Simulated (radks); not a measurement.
Values are calculated unless marked as measured or tabulated.
All-electron atom: the xenon ion Xe+ in [Kr] 4d10 5p5 6p2 (not the ground configuration).

Level of theory: scalar-relativistic Kohn-Sham, SCAN, spin-unpolarised, spherical densities, finite nucleus; meta-GGA in the generalised Kohn-Sham scheme; Fermi nuclear charge, rms radius 4.7859 fm (a radial shooting solver on a logarithmic mesh with Libxc functionals).

Energy parts (hartree):
total: -7445.79074
kinetic: 7829.93319
electron-nucleus: -17975.09309
Hartree: 2886.04589
exchange-correlation: -186.67673

Orbitals (lengths in bohr, moments of r in powers of bohr):
\begin{tabular}{lrrrrr}
orbital & occ. & eigenvalue (hartree) & <1/r> & <r> & <r^4> \\ \hline
1s & 2 & -1266.219 & 58.10 & 0.02666 & 2.438e-06 \\
2s & 2 & -198.5076 & 13.35 & 0.1145 & 0.0004120 \\
2p & 6 & -178.0713 & 12.73 & 0.1003 & 0.0002991 \\
3s & 2 & -41.60921 & 4.807 & 0.3057 & 0.01734 \\
3p & 6 & -34.95383 & 4.560 & 0.3040 & 0.01826 \\
3d & 10 & -25.11725 & 4.311 & 0.2809 & 0.01586 \\
4s & 2 & -8.33933 & 1.946 & 0.7167 & 0.4909 \\
4p & 6 & -6.21821 & 1.789 & 0.7638 & 0.6646 \\
4d & 10 & -3.11544 & 1.520 & 0.8708 & 1.302 \\
5p & 5 & -0.98222 & 0.6422 & 2.014 & 31.44 \\
6p & 2 & -0.24008 & 0.2463 & 5.095 & 1170 \\
\end{tabular}

The highest occupied level is 6p at -6.533 eV. Summed over all electrons, <r^2> = 96.40 bohr^2, which gives a Langevin (diamagnetic) susceptibility term of -76.3 x 10^-6 cm^3/mol. The electron density at the nucleus is 2.803e+05 e/bohr^3 (large components only).

Empty levels of this run are not shown, since the potential may be unsettled where no density lies.
